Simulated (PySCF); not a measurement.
## Checking a proposed structure

A compound C₄H₈OSi₂ gives the data below (simulated from a calculation) and was assigned the structure `[SiH3][SiH2]c1ccco1`.

13C{1H} NMR (computed): δ 149.2 (CH), 134.9 (C), 134.6 (CH2), 117.4 (CH).

1H NMR (600 MHz, computed): δ 6.36 (d, 1H), 6.08 (br s, 1H), 5.57 (m, 2H), 5.41 (br s, 1H), 5.37 (d, 1H), 4.28 (m, 2H).

- σ from GIAO-PBE0/pcSseg-1
- geometry from GFN2-xTB
- program: PySCF
- isolated molecule, a single conformation, relativity neglected, fast rotation and ring inversion assumed for equivalent nuclei

Referencing at the same level of theory: 1H, 13C against TMS.

Task: Compare with the shifts computed for the proposed structure, pairing carbons in order of shift.

Result: Atoms are numbered as in `[SiH3:1][SiH2:2][c:3]1[cH:4][cH:5][cH:6][o:7]1`. Hydrogens are named by the atom that carries them.

```csv
atom,computed for proposal,given list,difference
C6,154.6,149.2,+5.4
C3,153.4,134.9,+18.5
C4,129.9,134.6,-4.7
C5,117.0,117.4,-0.4
```

The rms difference is 9.9 ppm and the largest +18.5 ppm at C3 (substituted aromatic carbon next to the ring oxygen). The carbon types in order of shift don't match either: CH, C, CH, CH for the proposal against CH, C, CH2, CH in the data. The proposal doesn't fit.

Task: Which isomer fits?

Result: SMILES C=C1C=CO[SiH2][SiH2]1.

Carbon types of the structure: 1 × C, 2 × CH, 1 × CH2, leaving 4 H on heteroatoms. δC 149.2: alkene carbon bearing oxygen; an sp2 carbon further deshielded by the attached heteroatom. δC 134.9: fully substituted alkene carbon; the olefinic region. δC 134.6: terminal =CH2 carbon; as expected for a trigonal carbon in a double bond. δC 117.4: β carbon of an enol-ether or enamine type C=C.

Other isomers checked: [SiH3]O[SiH]1C=CC=C1 (rms 13.8 ppm).

This is the structure that produced the data.

Shifts are as computed. Against solution values, carbons near 30 ppm lie about +3 ppm off and those near 130 ppm about +5 ppm. Of 1211 compounds with measured shifts, 218 miss one by over three times the rms of a fit or turn the order of signals round; such compounds aren't used in these exercises. Multiplicities follow the n + 1 count of equivalent neighbours, as no J values were calculated; m marks all less simple cases, F and P coupling included.
